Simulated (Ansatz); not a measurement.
CrFO$_{2}$, charge +1, singlet, at a GFN2-xTB geometry (such geometries of metal compounds can be far from the true shape) (the multiplicity is a formal guess); Ansatz (a program for electronic structure) with B3LYP5/def2-SVP.

Input for Ansatz:
Ansatz 0.2 input:
```yaml
crystal:
  periodic: [false, false, false]
  atoms:
    - {symbol: Cr, position_ang: [0.12142624, 0.18905534, 0.16459684]}
    - {symbol: O, position_ang: [1.30090157, -0.48116846, -0.58007591]}
    - {symbol: O, position_ang: [-0.53573390, -0.80739456, 1.14954741]}
    - {symbol: F, position_ang: [-1.00395235, 0.64124176, -0.94512179]}
basis:
  gaussian:
    orbitals: def2-SVP
hamiltonian:
  xc: b3lyp5
total_charge: 1
```

What the program printed (banner, timings and long lists left out):

```
Functional definition: B3LYP5
741 factors; integrals over basis functions are off by at most 1.1e-3 eV
mean field evaluation 1: about -35183.5780 eV, gradient 1.3e2 eV
mean field evaluation 2: about -34738.2160 eV, gradient 4.0e2 eV
mean field evaluation 4: about -35202.3335 eV, gradient 5.9e1 eV
mean field evaluation 8: about -35205.2804 eV, gradient 4.3e1 eV
mean field evaluation 16: about -35208.1699 eV, gradient 7.5e-3 eV
mean field -35208.16989875 eV, -1293.8763788245 hartree, gradient 2.2e-5 eV, S^2 0.000000; 0 other end points of the search recorded, 0 dependent functions left out
reference -35208.17015743 eV, -1293.8763883306 hartree; 24, 24 occupied and 49, 49 virtual orbitals, 741 factors
Total energy: -35208.17015743 eV, -1293.8763883306 hartree
```
